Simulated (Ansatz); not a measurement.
C$_{2}$H$_{3}$BrFI (`FC(Br)CI`), relaxed with RKS PBE-D4/def2-SVP in Ansatz 0.2.0 from a rough embedded geometry. The force threshold is 0.03 eV/Å; the program also tests the step.

Total charge 0; spin multiplicity 1. I takes the def2 core potential.

Start:

```xyz
8

F    -1.819    0.266   -0.107
C    -0.583   -0.169   -0.457
Br   -0.128    0.685   -2.146
C     0.419    0.200    0.644
I     2.210   -0.953    0.481
H    -0.655   -1.262   -0.664
H    -0.066   -0.035    1.632
H     0.622    1.268    0.616
```

Problem. By how much does the energy fall, and how many steps does the optimiser take? (An estimate is asked.)

Solution. The calculation gave: 0.06 eV, in 5 steps.

Problem. Which bonds change most? (An estimate is asked.)

Solution. Computed: C4–I5 from 2.137 to 2.164 Å; C2–Br3 from 1.947 to 1.971 Å; C4–H7 from 1.125 to 1.107 Å; C4–H8 from 1.088 to 1.105 Å.

Problem. Give the relaxed structure. (Best estimate.)

Solution. The calculation gave: 
```xyz
8

F    -1.822    0.374   -0.109
C    -0.609   -0.156   -0.454
Br   -0.053    0.586   -2.193
C     0.380    0.179    0.647
I     2.273   -0.847    0.436
H    -0.718   -1.247   -0.623
H    -0.043   -0.152    1.615
H     0.592    1.263    0.680
```
